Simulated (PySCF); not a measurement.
Electron correlation in Tb⁺ (terbium, charge +1)

[Xe] 4f9 6s1, one real determinant. Calculation: PySCF 2.14, in cc-pVDZ-X2C (8s7p5d3f1g, 84 functions); scalar relativity by spin-free X2C-1e. Frozen: [Ar] 3d10; 36 electrons correlated.

MP2 pair energies summed by pair of shells (mhartree):

| pair | energy | share (%) |
| --- | --- | --- |
| 4f-4f | -220.10 | 21.8 |
| 4f-5p | -171.02 | 17.0 |
| 4d-4f | -169.44 | 16.8 |
| 5p-5p | -116.07 | 11.5 |
| 4d-4d | -73.46 | 7.3 |
| 4d-5p | -58.84 | 5.8 |
| 4f-5s | -34.63 | 3.4 |
| 5s-5p | -29.97 | 3.0 |
| 4p-4f | -27.71 | 2.8 |
| 4p-4d | -25.06 | 2.5 |
| 4d-5s | -18.80 | 1.9 |
| 5p-6s | -17.51 | 1.7 |
| 4f-6s | -7.15 | 0.7 |
| 4p-4p | -6.60 | 0.7 |
| 4s-4f | -5.84 | 0.6 |
| 5s-5s | -5.81 | 0.6 |
| 4p-5p | -5.44 | 0.5 |
| 4s-4d | -4.83 | 0.5 |
| 4p-5s | -2.82 | 0.3 |
| 4s-4p | -2.52 | 0.3 |
| 4d-6s | -1.54 | 0.2 |
| 5s-6s | -0.88 | 0.1 |
| 4s-4s | -0.53 | 0.1 |
| 4s-5p | -0.51 | 0.1 |
| 4s-5s | -0.24 | 0.0 |
| 4p-6s | -0.11 | 0.0 |
| 4s-6s | -0.01 | 0.0 |

Total MP2 correlation energy: -1007.5 mhartree.

Same-spin part -409.93 and opposite-spin part -597.54 mhartree; SCS-MP2 scales them by 1/3 and 6/5 to -853.69 mhartree.

The reference is one real determinant that mixes LS terms of this configuration.

This basis was not built for core-valence correlation, so the inner-shell part is incomplete.
